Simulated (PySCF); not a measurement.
# Distorted geometries of Tl(NC)

Tl(NC) (singlet). PySCF 2.14.0, RKS PBE, Tl def2-SVP with ECP60, N def2-SVP, C def2-SVP; non-relativistic Hamiltonian with scalar-relativistic core potentials where named; density fitting; no spin-orbit coupling. Relaxed geometry:

```xyz
3

Tl    0.0000    0.0000   -0.2410
N     0.0000    0.0000    2.0618
C     0.0000    0.0000    3.2565
```

**Question.** Order these distorted geometries by energy above the relaxed one, lowest first.
A.
```xyz
3

Tl    0.0493    0.0104   -0.2902
N    -0.0853   -0.0084    2.1031
C     0.0360   -0.0019    3.2644
```
B.
```xyz
3

Tl   -0.0035   -0.0284   -0.2160
N    -0.0142    0.0226    2.0758
C     0.0177    0.0058    3.2174
```
C.
```xyz
3

Tl    0.0154    0.0061   -0.2588
N    -0.0094    0.0283    2.1015
C    -0.0060   -0.0344    3.2346
```

**Answer.** A (0.07 eV), B (0.16 eV), C (0.22 eV).

**Question.** Which forces (eV/Å) act in the one that lies 0.07 eV up?

**Answer.** 
```
Tl  -0.04 -0.01  0.65
N   -0.25 -0.01 -3.58
C    0.30  0.02  2.93
```
Forces carry noise of the integration grid, about 0.01 to 0.03 eV/Å.
